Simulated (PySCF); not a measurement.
## Splitting trees

Structure with atom numbers: `[NH2:1][C:2](=[O:3])[C@H:4]1[CH2:5][CH2:6][O:7][BH:8][O:9]1`; H(Xn) means a hydrogen on atom n. Ha(C5), Ha(C6) are cis to C2 on the ring; Ha(N1) is cis to the C=O or C=S heteroatom; Hb(C5), Hb(C6) are trans to C2 on the ring; Hb(N1) is trans to the C=O or C=S heteroatom.

All values are calculated (PySCF 2.14): NMR shieldings at PBE/pcSseg-1/GIAO, B3LYP/pcJ-1 coupling constants (spin–dipole term only in couplings to heteroatoms), geometry: PBE0-D3(BJ)/def2-SVP. No relativistic terms, a single conformation, in vacuum.

δ = σ(ref) − σ, references computed at the same level: $^{1}$H (σref 31.20) and $^{13}$C (σref 180.03) vs TMS.

Spectrometer: 400 MHz for $^{1}$H. First-order analysis; couplings under 1 Hz (under 4 Hz in carbon signals) are ignored, and nearly equal couplings are merged; the smaller ones broaden or split the lines further.

(1) What pattern does H(C4) show ($^{1}$H)?

(2) What pattern does C5 show in the proton-coupled $^{13}$C spectrum?

## Answers

(1) A doublet of doublets at δ 4.17: 13.3 Hz to Ha(C5) (1 × $^{1}$H, 3 bonds away), 3.7 Hz to Hb(C5) (1 × $^{1}$H, 3 bonds away). Lines in Hz from the centre (relative intensity): +8.5 (1), +4.8 (1), -4.8 (1), -8.5 (1). The outer lines are 17.0 Hz apart, the sum of the couplings kept, or 0.043 ppm at this field.

(2) A doublet of doublets at δ 33.4: 141.4 Hz to Hb(C5) (1 × $^{1}$H, 1 bond away), 134.3 Hz to Ha(C5) (1 × $^{1}$H, 1 bond away). Lines in Hz from the centre (relative intensity): +137.8 (1), +3.5 (1), -3.5 (1), -137.8 (1). The outer lines are 275.7 Hz apart, the sum of the couplings kept, or 2.741 ppm at this field.

The OH or NH signal is concentration- and solvent-dependent in practice; the value given is the gas-phase one. Hydrogens on boron are broadened and split by $^{11}$B (spin 3/2, 80 %) and 10B (spin 3). The two substituents on the amide-type nitrogen aren't averaged: C–N rotation is slow on the NMR time scale. Unscaled 3J(H,H) at this level run about 10 % above measured values.
